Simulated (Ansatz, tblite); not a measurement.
Isomers of Ru2Br6 (singlet), found by a short tight-binding search and relaxed with PBE-D4/def2-SVP in Ansatz.

In the def2 sets Ru takes a core potential; there is no spin–orbit coupling. The xTB rows come from tblite.

A: This restricted singlet of an open-shell metal (gap down to 0.32 eV) wasn't tested against broken symmetry. B: The restricted singlet is unstable towards broken spin symmetry in Hartree–Fock (as tested in another run); at PBE-D4/def2-TZVP, r2SCAN-D4/def2-TZVP, PBE0-D4/def2-TZVP this wasn't settled.

Other spin states were run for one of them alone.

A:

```xyz
8

Ru   -0.0658   -0.1220   -1.6677
Ru    0.6810   -0.0360    0.3001
Br   -2.3593   -0.6484   -1.5368
Br    1.5447    0.2924   -3.3064
Br   -2.6043    0.4808    3.0301
Br   -0.6528    1.3986    1.5933
Br    2.9240    0.7367    0.1077
Br    0.5325   -2.1020    1.4797
```

B:

```xyz
8

Ru   -0.1839    0.3580    1.0025
Ru    0.1999   -0.3609   -0.9979
Br    2.4831   -0.0956   -1.5602
Br    0.3436    2.6583    1.1701
Br   -2.4740    0.0929    1.5309
Br    1.1101   -0.8369    2.5826
Br   -0.3612   -2.6526   -1.1733
Br   -1.1175    0.8369   -2.5549
```

Q: Estimate which lies lowest at each level, and how far above it the others are (kcal/mol).

A: 
| level | A | B |
| --- | --- | --- |
| GFN1-xTB | 26.7 | 0.0 |
| GFN2-xTB | 38.4 | 0.0 |
| PBE-D4/def2-TZVP | 42.9 | 0.0 |
| r2SCAN-D4/def2-TZVP | 48.2 | 0.0 |
| PBE0-D4/def2-TZVP | 51.8 | 0.0 |
Point groups (tolerance 0.1 Å): A not assigned, B not assigned. Lower isomers may exist.
